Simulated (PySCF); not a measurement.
## [Dy(H2O)4]3+ at several levels of theory

Computed with PySCF 2.14.0 (density fitting, no spin-orbit coupling) at the geometry relaxed with r2SCAN:

```xyz
13
[Dy(H2O)4]3+ (singlet in the valence; each metal's 4f electrons, 9 of them, lie in its core potential, out of spins and levels)
Dy    0.0000    0.0000    0.0000
O     1.3162    1.3236    1.3236
H     1.6873    1.1243    2.2159
H     1.6873    2.2159    1.1243
O    -1.3162   -1.3236    1.3236
H    -1.6873   -1.1243    2.2159
H    -1.6873   -2.2159    1.1243
O     1.3162   -1.3236   -1.3236
H     1.6873   -2.2159   -1.1243
H     1.6873   -1.1243   -2.2159
O    -1.3162    1.3236   -1.3236
H    -1.6873    2.2159   -1.1243
H    -1.6873    1.1243   -2.2159
```

```
 level                                              basis    state  HOMO (eV)  gap (eV)  charge on Dy1 (e)  population of f-type functions on Dy1 (polarisation alone where 4f lies in the core)  dipole about the centre of mass (D)  largest force component (eV/Å)
r2SCAN  Dy lcecp-1-SVP with ECP55, O def2-SVP, H def2-SVP  singlet     -22.85      6.68               1.74                                                                                  0.04                                 0.00                            0.03
 B3LYP                                           the same  singlet     -23.95      8.17               1.71                                                                                  0.05                                 0.00                            0.04
```

In the lcecp rows the 4f levels are missing from HOMO and gap, and the state counts the valence alone.

Charges are Mulliken's, which hang on the basis. The relaxation used the grid (50, 194), these runs (75, 302) or, all-electron (x2c bases, spin-free X2C Hamiltonian), (99, 590).

A further run in the first row's basis gives HOMO (eV) -22.84, gap (eV) 6.85, charge on Dy1 (e) 1.87, population of f-type functions on Dy1 (polarisation alone where 4f lies in the core) 0.04, dipole about the centre of mass (D) 0.00, largest force component (eV/Å) 0.12. Which level was it?
A. HF
B. revPBE
C. M06-L

C. The others give HOMO -22.34 eV (revPBE); -29.15 eV (HF).

In the first row's basis the gap widens with exact exchange: 6.0 to 6.9 eV for revPBE, r2SCAN, M06-L (none); 8.2 eV for B3LYP (a fixed share); 17.7 eV for Hartree–Fock (rising or full at long range).

No frequency check is given that shows the relaxed geometry to be a minimum. An lcecp potential fixes the number of 4f electrons, so in runs with it no electron can move into or out of that shell.
